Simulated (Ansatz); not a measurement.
C2H6BCl, SMILES `CB(C)Cl` from Hartree–Fock to CCSD(T)

Cartesian coordinates in Å:
```
C 0.843 -0.404 -1.029
B -0.152 0.460 -0.199
C -0.722 0.039 1.188
Cl -0.666 2.015 -0.873
H 0.751 -1.472 -0.815
H 1.857 -0.115 -0.717
H 0.786 -0.235 -2.105
H -1.003 0.878 1.825
H -1.641 -0.534 0.997
H -0.052 -0.633 1.730
```

Total charge 0; spin multiplicity 1. All single points use the PBE0-D4/def2-TZVP geometry. Frozen core, restricted reference, Ansatz 0.2.0. CBS rows extrapolate triple and quadruple zeta; past MP2 they add the triple-zeta difference.

```tsv
basis	HF (Eh)	MP2 corr.
def2-SVP	-563.25814	-0.50651
def2-TZVPP	-563.52632	-0.64477
def2-QZVPP	-563.54382	-0.69289
```

Estimate the CCSD correlation energy and the (T) correction in each basis where they were run (hartree).


| basis | CCSD corr. | (T) |
| --- | --- | --- |
| def2-SVP | -0.55823 | -0.01496 |
| def2-TZVPP | -0.69432 | -0.02761 |
| CBS(def2) | -0.77808 | as TZ |
